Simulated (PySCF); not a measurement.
Consider `Fc1cc[se]c1` (C4H3FSe). Optimised structure (Å), atoms numbered from 1:
```
F    -1.6612   -1.5204   -0.0426
C    -0.7852   -0.5208   -0.0260
C     0.6164   -0.7796    0.0378
C     1.3749    0.3542    0.0441
Se    0.3333    1.8871   -0.0329
C    -1.1594    0.7897   -0.0708
H     1.0225   -1.7913    0.0767
H     2.4611    0.4196    0.0861
H    -2.1755    1.1750   -0.1208
```

Computed at M06-2X/def2-TZVP // PBE0-D3(BJ)/def2-SVP with PySCF (density fitting, grid level 3). Zero-point and thermal terms (298.15 K, 1 bar) come from unscaled GFN2-xTB harmonic frequencies, with soft modes damped to free rotors in the entropy. These were taken at the GFN2-xTB minima.

**Question.** Rank these bonds by dissociation enthalpy, weakest first.
A. C3–H
B. F1–C2
C. C6–H

**Answer.** A (478 kJ/mol), C (496 kJ/mol), B (523 kJ/mol).

Not ranked, since the method can't order them against a listed neighbour: C4–H (486 kJ/mol).

**Question.** For C3–H, what are ΔE (electronic) and ΔG(298 K) of the homolysis?

**Answer.** ΔE = 504 and ΔG = 441 kJ/mol, beside ΔH = 478 kJ/mol. The radicals are `Fc1[c]c[se]c1` and H•.

Caveats: spin-orbit coupling is left out of the energies, which matters for open shells on the heavier atoms; atoms from Ga to Kr are treated without relativity; the order of C3–H and C4–H is undecided: the gaps lie inside the method's error (some 10 kJ/mol, one structure a species).
